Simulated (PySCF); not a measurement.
3-ethynylthiophene (C₆H₄S), SMILES C#Cc1ccsc1. Atoms are numbered in the order given.

```xyz
11

C      0.1478    -3.3068     0.0000
C      0.0679    -2.0954     0.0000
C     -0.0392    -0.6735     0.0000
C     -1.2889     0.0437     0.0000
C     -1.1180     1.4010     0.0000
S      0.5584     1.8381     0.0000
C      1.0453     0.1861     0.0000
H      0.2211    -4.3776     0.0000
H     -2.2597    -0.4514     0.0000
H     -1.8843     2.1744     0.0000
H      2.0987    -0.0865     0.0000
```

Geometry optimised at B3LYP-D3(BJ)/def2-SVP.

Two levels are set side by side: PBE/pcSseg-1 (PySCF) and PBE0/pcSseg-1 (PySCF). GIAO shifts against H2S (³³S), TMS (¹H), TMS (¹³C) at the same level; non-relativistic, no solvent, atoms listed together averaged. Differences are taken from unrounded values.

| quantity | PBE0 |
|---|---|
| δ(¹³C) of C1 (ppm) | 88.3 |
| δ(¹³C) of C2 (ppm) | 83.2 |
| δ(¹³C) of C3 (ppm) | 129.3 |
| δ(¹³C) of C4 (ppm) | 139.5 |
| δ(¹³C) of C5 (ppm) | 136.1 |
| δ(³³S) of S6 (ppm) | 450.5 |
| δ(¹³C) of C7 (ppm) | 144.0 |
| δ(¹H) of H8 (ppm) | 3.41 |
| δ(¹H) of H9 (ppm) | 7.55 |
| δ(¹H) of H10 (ppm) | 7.43 |
| δ(¹H) of H11 (ppm) | 7.76 |

Q: What does PBE give, and how far is it from PBE0? (Estimate from the structure and the level; the computed values follow.)

A: 
```
quantity              PBE  PBE minus PBE0
------------------  -----  --------------
δ(¹³C) of C1 (ppm)   85.3            -3.0
δ(¹³C) of C2 (ppm)   84.6             1.3
δ(¹³C) of C3 (ppm)  127.2            -2.1
δ(¹³C) of C4 (ppm)  137.2            -2.3
δ(¹³C) of C5 (ppm)  132.3            -3.8
δ(³³S) of S6 (ppm)  461.5            11.1
δ(¹³C) of C7 (ppm)  138.8            -5.2
δ(¹H) of H8 (ppm)    3.26           -0.15
δ(¹H) of H9 (ppm)    7.45           -0.10
δ(¹H) of H10 (ppm)   7.26           -0.17
δ(¹H) of H11 (ppm)   7.54           -0.21
```

Rough cost on one machine, each run with all the roots and properties that it gave: PBE0 against PBE within a factor of 2.
